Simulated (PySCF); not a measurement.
CH3Zn, charge +1. Atoms are numbered in the order given.

```xyz
5

Zn     0.0000     0.0000    -0.4841
C      0.0000     0.0000     1.5283
H     -0.9143     0.5279     1.7844
H      0.9143     0.5279     1.7844
H      0.0000    -1.0557     1.7844
```
Charge +1, spin multiplicity 1.

Geometry: B3LYP-D3(BJ)/def2-TZVP. The spin state was assumed, not searched. The isomer is the one that the SMILES or the coordinates give; other isomers of the formula were not compared.

These are PySCF with M06-2X/def2-TZVPD values and carry that method's errors.

Mulliken values depend strongly on the basis, most of all with diffuse functions as here. ESP charges are fitted to the potential on shells at 1.4 to 2.0 van der Waals radii. Atomic charges (e):

```json
[
 {"atom": "Zn1", "meta-Löwdin": "1.01", "ESP fit": "?", "Mulliken": "0.89"},
 {"atom": "C2", "meta-Löwdin": "-0.53", "ESP fit": "?", "Mulliken": "-0.63"},
 {"atom": "H3", "meta-Löwdin": "0.17", "ESP fit": "?", "Mulliken": "0.25"},
 {"atom": "H4", "meta-Löwdin": "0.17", "ESP fit": "?", "Mulliken": "0.25"},
 {"atom": "H5", "meta-Löwdin": "0.17", "ESP fit": "?", "Mulliken": "0.25"}
]
```

### Question
Some entries are withheld; supply them. (Estimate from the structure and the level; the computed values follow.)

### Answer

- Zn1, ESP fit: 1.07
- C2, ESP fit: -1.37
- H3, ESP fit: 0.44
- H4, ESP fit: 0.44
- H5, ESP fit: 0.44
